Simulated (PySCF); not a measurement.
What does the PBE0-D3(BJ)/def2-SVP structure of InChI=1S/C3H8IPSi/c4-3-1-6(5)2-3/h3,6H,1-2,5H2/t3-,6+ look like in three dimensions?

```xyz
14
C3H8IPSi angstrom
P      2.6741   -0.0167    0.4842
Si     0.6778   -0.2169   -0.5526
C     -0.7100   -1.3650    0.0781
C     -1.6350   -0.1838   -0.2196
I     -3.4680   -0.0937    0.9791
C     -0.6970    1.0171   -0.0857
H      3.0494   -1.3674    0.2012
H      2.1316   -0.3347    1.7678
H      0.9117   -0.3252   -2.0245
H     -0.5863   -1.5144    1.1628
H     -0.9735   -2.3220   -0.3904
H     -2.0309   -0.2514   -1.2428
H     -0.5694    1.3079    0.9698
H     -0.9505    1.9061   -0.6767
```

Any rigid rotation of these coordinates is as good. Atoms count from 1 in this order. P1 (three-coordinate phosphorus) is pyramidal (angles 93.9°, 93.3° and 93.3°, sum 280.4°, 0.87 Å off the plane of its three neighbours). The 4-membered ring Si2–C3–C4–C6 has internal angles of 77.5° to 102.6°; it is puckered, 0.17 Å rms from its mean plane, widest ring torsion 27°. Si2 (SiH silicon) has angles from 77.5° to 123.0°.

Bonds between heavy atoms (Å): P1–Si2 2.258, Si2–C3 1.908, C3–C4 1.530, C4–I5 2.192, C4–C6 1.530, Si2–C6 1.905.

Level of theory: PBE0-D3(BJ)/def2-SVP geometry optimisation, gas phase, def2 core potentials past Kr (PySCF 2.14.0).

Not checked by PBE0-D3(BJ)/def2-SVP frequencies. The numbers are those of one conformer (H–P1–Si2–C3 66° and -28°, P1–Si2–C3–C4 136°, Si2–C3–C4–I5 -153°, C3–C4–C6–Si2 27°, P1–Si2–C6–C4 -142°).
